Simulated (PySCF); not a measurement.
**Basis and Hamiltonian dependence of the ionisation energy of Co⁺**

Co⁺ [Ar] 3d8 (3F) → Co²⁺ [Ar] 3d7 (4F). All values are computed (PySCF 2.14, energy differences of UHF-based or UKS calculations, no spin-orbit coupling). Values in eV.

| basis | Hamiltonian | functions | UHF | LDA | PBE0 | MP2 (valence) | CCSD(T) (valence) | CCSD(T) (valence and next inner shell) |
| --- | --- | --- | --- | --- | --- | --- | --- | --- |
| def2-SVP | non-relativistic | 31 | 13.842 | 17.520 | 16.555 | 15.777 | n/a | n/a |
| 6-31G* | non-relativistic | 34 | 12.681 | 15.833 | 15.053 | 14.345 | n/a | n/a |
| Sapporo-DKH3-DZP-2012 | spin-free X2C | 40 | 14.293 | n/a | n/a | 16.816 | n/a | n/a |
| cc-pVDZ | non-relativistic | 43 | 14.395 | 18.194 | 17.202 | 16.830 | n/a | n/a |
| x2c-TZVPall | spin-free X2C | 48 | 14.212 | n/a | n/a | 16.562 | n/a | n/a |
| aug-cc-pVDZ-DK | spin-free X2C | 59 | 14.248 | 18.086 | 17.081 | 16.783 | 16.441 | n/a |
| x2c-TZVPPall | spin-free X2C | 64 | 14.202 | 18.346 | 17.210 | 16.863 | 16.516 | 16.755 |
| aug-cc-pVTZ-DK | spin-free X2C | 93 | 14.187 | 18.366 | 17.212 | 16.974 | 16.633 | n/a |
| aug-cc-pVTZ | non-relativistic | 93 | 14.338 | 18.487 | 17.343 | 17.100 | 16.763 | n/a |
| x2c-QZVPPall | spin-free X2C | 103 | 14.177 | 18.338 | 17.202 | 16.969 | 16.625 | n/a |
| aug-cc-pVTZ with one added diffuse shell each of s, p, d, f, g type | non-relativistic | 118 | 14.338 | 18.487 | 17.343 | 17.108 | n/a | n/a |
| aug-cc-pwCVTZ | non-relativistic | 127 | 14.328 | 18.457 | 17.330 | 17.142 | n/a | n/a |
| x2c-QZVPPall with one added diffuse shell each of s, p, d, f, g type | spin-free X2C | 128 | 14.177 | 18.337 | 17.202 | 16.988 | n/a | n/a |

**Question.** Estimate the row for aug-cc-pwCVTZ-DK (spin-free X2C, 127 functions).

**Answer.** From the rows with the same Hamiltonian and similar size; the calculation gives UHF 14.18; LDA 18.34; PBE0 17.20; MP2 (valence) 17.02 (eV).

Frozen in the all-electron rows: valence: [Ar]; valence and next inner shell: [Ne].

At UHF, def2-SVP, 6-31G* lie more than 0.3 eV from the median of the rows with comparable relativity. Sets contracted for the neutral atom can be stiff in a shell that they treat as core.

Non-relativistic rows lack the scalar-relativistic shift.

Between the lowest levels the reference is 17.084 eV (measured; NIST Atomic Spectra Database, ionization energies); it includes spin-orbit coupling, which these numbers lack.
